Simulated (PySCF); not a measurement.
Löwdin shares of the frontier orbitals

Compound: C6H11B.
Numbering: `[BH2:1]/[C:2](=[CH:3]/[CH3:4])[C:5](=[CH2:6])[CH3:7]` (hydrogens: H8, H9 on B1; H10 on C3; H11, H12, H13 on C4; H14, H15 on C6; H16, H17, H18 on C7)

Geometry (PBE0-D3(BJ)/def2-SVP, Å), atoms numbered from 1 in this order:
```
atom  x, y, z in Å
B1    -0.0362    1.4332    1.6299
C2     0.0740    0.5646    0.3626
C3     1.1269    0.8106   -0.4642
C4     1.5114    0.0793   -1.6997
C5    -0.9194   -0.5098    0.0864
C6    -1.7101   -0.4775   -0.9957
C7    -1.0030   -1.6060    1.1072
H8    -0.8777    1.2251    2.4743
H9     0.7390    2.3512    1.7831
H10    1.7882    1.6386   -0.1787
H11    0.8736   -0.7947   -1.8874
H12    2.5660   -0.2371   -1.6401
H13    1.4463    0.7492   -2.5750
H14   -2.4558   -1.2574   -1.1758
H15   -1.6503    0.3391   -1.7203
H16   -0.0449   -2.1478    1.1739
H17   -1.7967   -2.3276    0.8677
H18   -1.1982   -1.1903    2.1092
```

Theory: TDDFT wB97X-D/def2-SVPD, vertical, gas phase, core orbitals frozen in the response in PySCF 2.14.0, density-fitted response routines.

Frontier orbitals with the atoms that hold most of them (Löwdin shares over 4%, at most four atoms; ? is withheld):

| orbital | ε (eV) | atoms |
| --- | --- | --- |
| HOMO-3 | -11.04 | B1 33%, H8 22%, C2 11%, C3 10% |
| HOMO-2 | -10.91 | B1 21%, C2 17%, H9 14%, C5 14% |
| HOMO-1 | -9.83 | C2 29%, C3 21%, C5 11%, C6 8% |
| HOMO | -8.75 | ? |
| LUMO | 0.03 | ? |
| LUMO+1 | 1.94 | C5 26%, C6 23%, B1 13%, C2 7% |
| LUMO+2 | 2.07 | B1 34%, C4 10%, C6 8%, C7 7% |

Question: Which atoms hold the HOMO, and with what shares?

Answer: C6 (bonded to C and 2 H) 31%; C5 (bonded to 3 C) 25%; C2 (bonded to B and 2 C) 11%; C3 (bonded to 2 C and H) 10%.

Question: Which atoms hold the LUMO, and with what shares?

Answer: B1 (bonded to C and 2 H) 35%; C3 (bonded to 2 C and H) 24%; C2 (bonded to B and 2 C) 16%; H8 (bonded to B) 6%. By element: carbon 40% or more, boron 35%, hydrogen 6% or more.

Question: How does S1 compare with the orbital gap of 8.78 eV?

Answer: S1 is at 4.64 eV (f = 0.040), 4.14 eV below the gap, made of HOMO→LUMO (92%). 

Question: One configuration dominates each of S1, S5 and S8. Which, and how do the shares of the two leading atoms of either orbital change from the occupied to the empty one?

Answer: 
- S1 (4.64 eV, f 0.040), HOMO→LUMO (92%): C6 31% → at most 6%, C5 25% → at most 6%, B1 at most 10% → 35%, C3 10% → 24%
- S5 (6.53 eV, f 0.230), HOMO→LUMO+1 (89%): C6 31% → 23%, C5 25% → 26%
- S8 (7.29 eV, f 0.050), HOMO-1→LUMO+1 (74%): C2 29% → 7%, C3 21% → at most 8%, C5 11% → 26%, C6 8% → 23%

Löwdin shares depend on the basis, the more so with diffuse functions.

Time: 2.3 min (with the writing of density and orbital grids); peak memory 1.1 GiB. Hardware: one thread, Arm Neoverse V2 (aarch64) (shared host).

One conformer stands for the species.
